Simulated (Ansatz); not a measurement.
C₄H₉F₃Ge⁻, that is Ge(CF3)Me3 with one electron more. The state is a doublet with charge -1. Geometry PBE0-D4/def2-SVP, that of the neutral singlet; atoms count from 1.

```xyz
17

Ge    0.009    0.074    0.088
C    -0.141   -1.212   -1.435
F     0.532   -0.790   -2.520
F    -1.418   -1.395   -1.816
F     0.348   -2.425   -1.121
C    -1.025   -0.687    1.551
H    -0.989   -0.028    2.432
H    -0.622   -1.670    1.836
H    -2.076   -0.814    1.254
C    -0.730    1.760   -0.544
H    -0.680    2.524    0.246
H    -1.782    1.633   -0.838
H    -0.167    2.124   -1.416
C     1.904    0.207    0.509
H     2.467    0.574   -0.362
H     2.305   -0.778    0.791
H     2.066    0.901    1.346
```

The highest occupied level of the charge -1 doublet lies above zero (up to 4.08 eV). By energy differences it is unbound by 2.67 eV (vertical, against the charge 0 singlet, at PBE0-D4/def2-SVP) and held by the finite basis.

(1) Estimate the Mulliken populations from the PBE0/def2-SVP orbitals of Ansatz.

(2) Where does the spin sit?

(3) And the Mayer bond orders between heavy atoms (over 0.3)?

Answers

(1) 
```json
{"atom": "Ge1", "charge (e)": "0.13", "spin (α − β)": "0.36"}
{"atom": "C2", "charge (e)": "0.35", "spin (α − β)": "0.01"}
{"atom": "F3", "charge (e)": "-0.22", "spin (α − β)": "0.00"}
{"atom": "F4", "charge (e)": "-0.22", "spin (α − β)": "0.00"}
{"atom": "F5", "charge (e)": "-0.22", "spin (α − β)": "0.00"}
{"atom": "C6", "charge (e)": "-0.01", "spin (α − β)": "-0.22"}
{"atom": "H7", "charge (e)": "-0.10", "spin (α − β)": "0.16"}
{"atom": "H8", "charge (e)": "-0.09", "spin (α − β)": "0.14"}
{"atom": "H9", "charge (e)": "-0.09", "spin (α − β)": "0.14"}
{"atom": "C10", "charge (e)": "-0.01", "spin (α − β)": "-0.22"}
{"atom": "H11", "charge (e)": "-0.10", "spin (α − β)": "0.16"}
{"atom": "H12", "charge (e)": "-0.09", "spin (α − β)": "0.14"}
{"atom": "H13", "charge (e)": "-0.09", "spin (α − β)": "0.14"}
{"atom": "C14", "charge (e)": "-0.01", "spin (α − β)": "-0.22"}
{"atom": "H15", "charge (e)": "-0.09", "spin (α − β)": "0.14"}
{"atom": "H16", "charge (e)": "-0.09", "spin (α − β)": "0.14"}
{"atom": "H17", "charge (e)": "-0.10", "spin (α − β)": "0.16"}
```
Mulliken values depend strongly on the basis.

(2) Summed by element: Ge 0.36, C -0.65, F 0.00, H 1.29, of 1 unpaired in all. Largest on single atoms: Ge1 0.36, C6 -0.22, C10 -0.22.

(3) Ge1–C2 0.77 (2.00 Å); Ge1–C6 0.80 (1.95 Å); Ge1–C10 0.80 (1.95 Å); Ge1–C14 0.80 (1.95 Å); C2–F3 1.03 (1.35 Å); C2–F4 1.03 (1.35 Å); C2–F5 1.03 (1.35 Å).
